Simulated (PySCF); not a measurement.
Gas-phase reaction: SnH2 + 2 NH + 2 H2O ⇌ Sn(OH)2 + 2 NH3

Method: PySCF energies plus ideal-gas RRHO corrections (1 bar). † marks an energy on the PBE0/def2-TZVP geometry and frequencies. MP2 freezes the core. Open shells (unrestricted): NH (multiplicity 3); the rest are closed-shell singlets. Sn: scalar-relativistic def2 core potential, no spin-orbit coupling. SnH2, Sn(OH)2: computed as isolated molecules; such fragments, hydroxides, amides, oligomers or adducts are transient or little studied in the gas. MP2 isn't extrapolated to the basis-set limit.

```
level               ΔH°(298 K), kJ
------------------  --------------
BLYP/def2-TZVP†               -943
MP2/def2-SVP†                 -911
MP2/def2-TZVPP†               -987
PBE/def2-TZVP†          (withheld)
PBE0/def2-SVP†          (withheld)
ωB97X-V/def2-TZVP†      (withheld)
```

### Question
Fill in the missing entries.

### Answer

- PBE/def2-TZVP†, ΔH°(298 K), kJ: -982
- PBE0/def2-SVP†, ΔH°(298 K), kJ: -910
- ωB97X-V/def2-TZVP†, ΔH°(298 K), kJ: -954
